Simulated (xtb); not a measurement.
AlH, SMILES [AlH] (connectivity only; charge and spin as stated), neutral, multiplicity 1. All values are semi-empirical tight-binding results from xtb (GFN2-xTB unless named), good for trends rather than for accurate numbers. The structure is a stationary point at GFN2-xTB.

For metal compounds this method's bond lengths and energies can be far off.

```yaml
point_group_as_xtb_finds_it: C∞v
orbital_gap: 2.29 eV
```
